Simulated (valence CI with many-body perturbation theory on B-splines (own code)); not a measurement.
Results of a calculation; reference values are marked as such.
# Zr XXVII: magnetic and hyperfine properties of the levels

Level of theory: configuration interaction combined with many-body perturbation theory (CI+MBPT): four valence electrons over a frozen Dirac-Fock core [Ne], a basis of 11 s, 11 p, 9 d, 7 f, 5 g, 2 h, 1 i functions for each j, with the one-electron correlation potential Σ1, the two-electron term Σ2, the three-electron term Σ3, Breit, model QED; selected CI, second order for the rest (own B-spline code, finite nucleus).

No measured spectrum was set against this ion. As an estimate, large intervals hold to a few tenths of a per cent, small ones and those within an open d or f shell to about a per cent.

A/g_I is the dipole constant over the nuclear g factor μ/I (μ in nuclear magnetons, uniformly magnetised nucleus), B/Q the quadrupole constant per barn. Both hold the static response of the core; the bare values leave it out. Large factors of s and p1/2 electrons are usually good to 5 to 10 %; those of open d and f shells near neutrality can be off by tens of per cent, and small factors of p3/2, d and f electrons come from cancelling terms and can be off by a factor of two or in sign, in half-filled shells by more. B is blank for J = 1/2, where it vanishes, and for nearly pure S terms. Energies count from the lowest level. Levels with J = 0 are left out.

Names give the largest LS component (configuration and term), which can be under half, so a name can repeat, a term be missing and a line seem to break the LS rules; names also repeat where a configuration has a term twice. Letters in brackets count levels of one name in rising energy.

| Level | E (cm⁻¹) | g | A/g_I (MHz) | A/g_I bare | B/Q (MHz/b) | B/Q bare |
| --- | --- | --- | --- | --- | --- | --- |
| 3s2 3p2 3P_1 | 123870 | 1.498 | -3350 | -2390 | 22200 | 21700 |
| 3s2 3p2 3P_2 | 156210 | 1.254 | 49800 | 48800 | 19200 | 18700 |
| 3s2 3p2 1D_2 | 305310 | 1.241 | 27100 | 26800 | 25100 | 24500 |
| 3s 3p3 5S°_2 | 614170 | 1.858 | 116000 | 114000 | 12600 | 12300 |
| 3s 3p3 3D°_1 | 730310 | 0.776 | -57100 | -54600 | 35300 | 34400 |
| 3s 3p3 3D°_2 | 760610 | 1.341 | 80500 | 78300 | 43500 | 42400 |
| 3s 3p3 3D°_3 | 804250 | 1.329 | 102000 | 99100 | -5800 | -5580 |
| 3s2 3p 3d 1D°_2 | 873030 | 1.062 | 26400 | 26300 | -29000 | -28100 |
| 3s 3p3 3P°_1 | 892160 | 1.309 | 110000 | 107000 | -37700 | -36800 |
| 3s2 3p 3d 3F°_2 | 952720 | 0.943 | 51600 | 50300 | 3790 | 4030 |
| 3s 3p3 3S°_1 | 994440 | 1.547 | 9060 | 10400 | 2790 | 2740 |
| 3s 3p3 3P°_2 | 1003600 | 1.138 | 64600 | 62800 | -20900 | -20200 |
| 3s2 3p 3d 3F°_3 | 1009000 | 1.096 | 26900 | 26700 | 24400 | 24400 |
| 3s2 3p 3d 3D°_1 | 1071300 | 0.849 | -20100 | -18500 | 8910 | 8920 |
| 3s2 3p 3d 3P°_2 [a] | 1071900 | 1.301 | 13700 | 14000 | 15300 | 15200 |
| 3s2 3p 3d 3F°_4 | 1118200 | 1.248 | 12200 | 12500 | 54100 | 53400 |
| 3s 3p3 1P°_1 | 1145200 | 1.247 | -21100 | -19200 | -5310 | -5210 |
| 3s2 3p 3d 3D°_2 | 1179200 | 1.057 | 9200 | 9650 | -8810 | -8470 |
| 3s2 3p 3d 3D°_3 | 1190800 | 1.261 | 23100 | 23200 | -858 | -542 |
| 3s2 3p 3d 3P°_1 | 1211400 | 1.283 | -12800 | -11100 | -19700 | -19300 |
| 3s2 3p 3d 3P°_2 [b] | 1230600 | 1.279 | 40100 | 39500 | -31000 | -30200 |
| 3s2 3p 3d 1F°_3 | 1282700 | 1.054 | 16100 | 16100 | 37500 | 37200 |
| 3s2 3p 3d 1P°_1 | 1326200 | 0.971 | -4140 | -3420 | 6180 | 6240 |
| 3p4 3P_2 | 1407200 | 1.335 | 55300 | 54600 | 1030 | 1220 |
| 3s 3p2 3d 5F_1 | 1413800 | 0.200 | -77300 | -74500 | 1670 | 1880 |
| 3s 3p2 3d 5F_2 | 1440400 | 1.141 | 17900 | 18200 | 7790 | 7840 |
| 3s 3p2 3d 5F_3 [a] | 1469300 | 1.343 | 53000 | 52100 | 19800 | 19900 |
| 3s 3p2 3d 5D_1 [a] | 1513900 | 1.349 | 61100 | 60100 | -18600 | -18200 |
| 3s 3p2 3d 5D_2 | 1526800 | 1.184 | 50300 | 49400 | -27500 | -26800 |
| 3s 3p2 3d 5F_4 | 1534700 | 1.363 | 50500 | 49800 | 25900 | 25900 |
| 3s 3p2 3d 5F_3 [b] | 1536000 | 1.299 | 67900 | 66500 | -22000 | -21300 |
| 3s 3p2 3d 5D_1 [b] | 1559000 | 1.480 | 4200 | 5650 | -17100 | -16800 |
| 3p4 1D_2 | 1562300 | 0.986 | 22400 | 22300 | -32300 | -31300 |
| 3s 3p2 3d 5D_4 | 1566600 | 1.366 | 70500 | 69000 | 15200 | 15000 |

Problem. Take the isotope of mass number 91, with I = 5/2, μ = -1.3022 μN and Q = -0.176 b. What is the hyperfine structure of 3s 3p3 3D°_3?

Solution. From the table A = -53100 MHz, B = 1020 MHz. Shifts from the centre of gravity in MHz: F = 1/2: 532000, F = 3/2: 452000, F = 5/2: 319000, F = 7/2: 132000, F = 9/2: -107000, F = 11/2: -398000.
